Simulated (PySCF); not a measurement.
Geometry (Å), atoms numbered from 1 in this order:
```xyz
21

C     3.623    0.418   -0.008
C     2.162    0.772   -0.162
O     1.789    1.849   -0.556
N     1.281   -0.242    0.206
B    -0.145   -0.205    0.158
C    -1.070   -1.413    0.592
C    -2.455   -0.756    0.708
C    -2.465    0.355   -0.348
C    -1.065    0.985   -0.302
H     3.861   -0.528   -0.517
H     3.873    0.297    1.058
H     4.232    1.227   -0.428
H     1.728   -1.088    0.542
H    -1.068   -2.133   -0.252
H    -0.760   -1.986    1.481
H    -3.292   -1.463    0.592
H    -2.561   -0.306    1.711
H    -2.631   -0.094   -1.344
H    -3.283    1.077   -0.193
H    -0.744    1.503   -1.217
H    -1.001    1.754    0.494
```

Geometry: PBE0-D3(BJ)/def2-SVP; GIAO shifts from PySCF 2.14.0 with density-fitted response routines, gas phase, non-relativistic, averaged over equivalent atoms.

At PBE0/pcSseg-1 (213 basis functions, 86 s wall time on 1 thread of an Arm Neoverse N1, shared host):
```tsv
atoms	δ (ppm)
C2	173.5
C7/C8	29.6
C1	25.9
C6/C9	23.9
O3	504.1
N4	174.0
B5	59.5
H13	6.39
H10/H11/H12	1.97
H16/H17/H18/H19	1.56
H14/H15/H20/H21	1.15
```

Referencing at the same level of theory: 13C (σref 184.41) and 1H (σref 31.27) against TMS; 17O (σref 334.56) against H2O; NH3 for 15N (σref 265.67); 11B (σref 100.73) vs BF3·OEt2.

Estimate the result of repeating the calculation with CAM-B3LYP/pcSseg-1.

Answers


| atoms | δ at CAM-B3LYP/pcSseg-1 | change |
| --- | --- | --- |
| C2 | 178.1 | +4.6 |
| C7/C8 | 29.5 | -0.1 |
| C1 | 26.4 | +0.5 |
| C6/C9 | 23.4 | -0.5 |
| O3 | 511.6 | +7.5 |
| N4 | 175.7 | +1.7 |
| B5 | 62.2 | +2.7 |
| H13 | 6.19 | -0.20 |
| H10/H11/H12 | 1.96 | -0.01 |
| H16/H17/H18/H19 | 1.54 | -0.02 |
| H14/H15/H20/H21 | 1.10 | -0.05 |

δ = σ(ref) − σ, references computed at the same level: 13C (σ = 182.45 ppm) and 1H (σ = 31.33 ppm) vs TMS; 17O (σ = 338.55 ppm) against H2O; 15N (σ = 267.29 ppm) against NH3; 11B (σ = 99.35 ppm) against BF3·OEt2.

The largest change is at O3 (amide-type carbonyl oxygen). Cost: 213 basis functions, 93 s wall time on 1 thread of an Arm Neoverse N1, shared host. The order of the carbon signals is the same at both levels.

A carbon bonded to boron is broadened by the quadrupolar boron nucleus and is often missing from a measured spectrum. Hydrogen bonding in solution deshields acid and N–H amide carbonyl carbons by as much as 10 ppm beyond these values. Unscaled 17O shifts of doubly bonded oxygen tend to come out too high, by tens of ppm or more. Experimental scales use liquid or dissolved standards, which lie at an offset from isolated NH3 (liquid NH3: subtract about 20 ppm) and H2O (liquid H2O: subtract about 36 ppm). Unscaled 15N shifts of sp2 nitrogen come out 20 to 40 ppm too high even then.
